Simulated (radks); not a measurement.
Question: The cobalt ion Co+ is in [Ar] 3d(3/2: 4, 5/2: 4). All-electron calculation, Dirac Kohn-Sham, PBE, spin-unpolarised, spherical densities, finite nucleus; Fermi nuclear charge, rms radius of each element as measured or else 0.836 A^(1/3) + 0.57 fm. Program: a radial shooting solver on a logarithmic mesh with Libxc functionals. Sub-shells are occupied by j as written (lower j first in brackets). One electron is removed from 3p3/2, 3d3/2, 3d5/2, 3p1/2 in turn, with full relaxation. Which removal costs least, and what does each cost?

Answer: 3d5/2 19.249 eV; 3d3/2 19.447 eV; 3p3/2 76.491 eV; 3p1/2 78.349 eV. The 3d5/2 electron leaves first.
